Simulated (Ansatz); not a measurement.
Reaction (formal exchange of groups at the Se–Al bond): `[AlH2][Se][SiH3]` + `BCl` → `[SiH3][Se]BCl` + `[AlH3]`

Isolated molecules relaxed with PBE0-D4/def2-TZVP in Ansatz; ΔE leaves out vibrations. CCSD(T)/CBS is the MP2 limit (def2-TZVPP, def2-QZVPP) plus CCSD(T) − MP2 in def2-TZVPP, frozen cores. This one scheme is used for every species. DFT in def2-TZVPP. B3LYP here is the variant with VWN-RPA as its local correlation; programs differ in this. For Se outer-core shells are correlated without core-valence functions, which leaves a few kJ/mol of doubt a bond. Scalar relativity is left out up to krypton. Each species was taken in one conformer, which may not be the lowest.

```csv
species,B3LYP-D4 energy (Eh)
`[AlH2][Se][SiH3]`,-2936.64187
`BCl`,-486.31364
`[SiH3][Se]BCl`,-3178.69847
`[AlH3]`,-244.23481
```

Problem. Work out ΔE.

Solution. ΔE = (-3178.69847) + (-244.23481) − (-2936.64187) − (-486.31364) = 0.02223 Eh = +58.4 kJ/mol. CCSD(T)/CBS gives +61.6 kJ/mol.

Largest T1 diagnostic among the species: 0.012.

In def2-TZVPP, CCSD(T) changes the Hartree–Fock value by −16.1 kJ/mol (the triples alone add −2.6 kJ/mol) and MP2 by −16.7 kJ/mol. From PBE to PBE0 (25 % exact exchange), in def2-TZVPP and without D4, ΔE moves by +5.7 kJ/mol.
